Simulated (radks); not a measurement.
The numbers below are computed, except where a source is named.
Task: These are the eigenvalues of the occupied orbitals of an atom or ion with whole-number occupations (hartree). Level of theory: non-relativistic Kohn-Sham, AM05, spin-polarised, spherical densities, point nucleus (a radial shooting solver on a logarithmic mesh with Libxc functionals).

| orbital | eigenvalue |
|---|---|
| 1s up | -783.8418 |
| 1s down | -783.8261 |
| 2s up | -111.3407 |
| 2s down | -111.3099 |
| 2p up | -103.1174 |
| 2p down | -103.0870 |
| 3s up | -20.15460 |
| 3s down | -20.12502 |
| 3p up | -16.92739 |
| 3p down | -16.89418 |
| 3d up | -10.97550 |
| 3d down | -10.93588 |
| 4s up | -3.36800 |
| 4s down | -3.19498 |
| 4p up | -2.38506 |
| 4p down | -2.21620 |
| 4d up | -0.83013 |
| 4d down | -0.68950 |
| 5s up | -0.48881 |
| 5s down | -0.45914 |

Which element is it, and in what charge state? The configuration may be excited. Open shells, if any, are filled with parallel spins first.

Result: Z = 44, ruthenium, charge +1: Ru+ in [Ar] 3d10 4s2 4p4 4d7 5s2. The list shows which subshells hold electrons but not how many an open one holds; the 1s level, -783.84 hartree, gives Z - s = 39.6 by -(Z - s)^2/2, which with screening narrows Z to a few neighbours, and the depths of the outer levels then fix element, charge and occupations together.
